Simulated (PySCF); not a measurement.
C₆H₁₁FN (doublet state).
Z-matrix (Å and degrees, GFN2-xTB geometry), rows numbered from 1:
```
C 
C   1  1.5237
C   2  1.5479  1  112.80
C   3  1.4894  2  112.39  1  -164.07
N   4  1.3904  3  111.62  2  -104.99
C   5  1.4453  4  109.98  3     3.62
C   6  1.5340  5  103.06  4   -21.77
F   7  1.3741  3  114.01  2   -28.76
H   1  1.0859  2  110.82  3   -59.61
H   1  1.0882  2  110.49  3    60.90
H   1  1.0879  2  110.05  3  -179.40
H   2  1.0911  1  109.67  3   122.02
H   2  1.0924  1  109.22  3  -120.00
H   3  1.0960  2  107.52  1   -40.31
H   4  1.0719  3  124.28  2    52.30
H   5  1.0112  4  118.26  3   141.83
H   6  1.0996  5  112.89  4    95.55
H   6  1.0926  5  110.93  4  -142.43
H   7  1.0955  3  110.63  2  -148.33
```

The hyperfine couplings belong to this conformer and change with its torsions.

As a line formula: `CC[C@@H]1[CH]NC[C@@H]1F` [radical].

Method: UKS B3LYP, pcH-1 on C F H N, non-relativistic, mean-field spin-orbit, GIAO in PySCF 2.14.0. One conformer (not necessarily the lowest) at the GFN2-xTB geometry, without solvent, vibrations or thermal averaging. Couplings are sensitive to structure, and on GFN2-xTB geometries they can be far from those on DFT ones. The SCF solution wasn't tested for stability.

Largest spin populations (Mulliken): C4 (+0.84) and N5 (+0.17). The angles at C4 add up to 356.0°, so it is nearly planar; its axial dipolar tensor and the negative coupling of its proton fit spin in a p orbital normal to that plane.

(1) Find Q in a(H) = Q·ρ(C) for the protons on the planar carbons that carry spin.

## Answers

(1) 
```tsv
H	C	ρ(C)	a(H) (G)	a/ρ (G)
H15	C4	+0.839	-16.36	-19.5
```

One proton gives one ratio, Q = -19.5 G, and no test of linearity.

Couplings in gauss use g_iso = 2.0027.

Hardware: Arm Neoverse V1, one thread, shared host. Cost: 87 s of wall time (with the writing of density and orbital grids), 0.97 GiB resident at most.
